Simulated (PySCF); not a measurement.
Species: C₄H₁₂O₂Si.
Atom-mapped SMILES: `[CH3:1][CH2:2][O:3][SiH2:4][O:5][CH2:6][CH3:7]` (hydrogens: H8, H9, H10 on C1; H11, H12 on C2; H13, H14 on Si4; H15, H16 on C6; H17, H18, H19 on C7)

Structure optimised with GFN2-xTB, isolated species.

Give the optimised bond lengths and angles.

```tsv
bond	length (Å)	order
C1–C2, C6–C7	1.522	single
C2–O3, O5–C6	1.400	single
O3–Si4	1.622	single
Si4–O5	1.608	single
C1–H8 and 5 like bonds	1.087	single
C2–H11 and 3 like bonds	1.097	single
Si4–H13	1.455	single
Si4–H14	1.469	single
```

Bonds in one row agree within 0.01 Å and their mean is given. Orders are formal, as drawn. A selection of angles:
```tsv
angle	degrees
C2–C1–H8	109.9
H8–C1–H9	108.6
C1–C2–O3	109.8
C1–C2–H11	110.2
O3–C2–H11	108.9
H11–C2–H12	107.9
C2–O3–Si4	128.6
O3–Si4–O5	108.1
O3–Si4–H13	113.1
O3–Si4–H14	109.1
O5–Si4–H13	100.4
H13–Si4–H14	113.3
Si4–O5–C6	130.9
H17–C7–H18	108.5
```

Torsions: C1–C2–O3–Si4 -157° (antiperiplanar); C2–O3–Si4–O5 175° (antiperiplanar); O3–Si4–O5–C6 58° (synclinal); Si4–O5–C6–C7 179° (antiperiplanar). The mirror-image conformer, all signs reversed, is as good.

O3 (silyl ether oxygen) is bent (angle 128.6°). Si4 (oxygen-bound silicon) is distorted tetrahedral (angles from 100.4° to 113.3°).

Point group: C1 (no symmetry element, even within 0.4 Å). No GFN2-xTB frequencies stand behind this structure, so it isn't proved a minimum. The numbers are those of one conformer.

These are computed values.
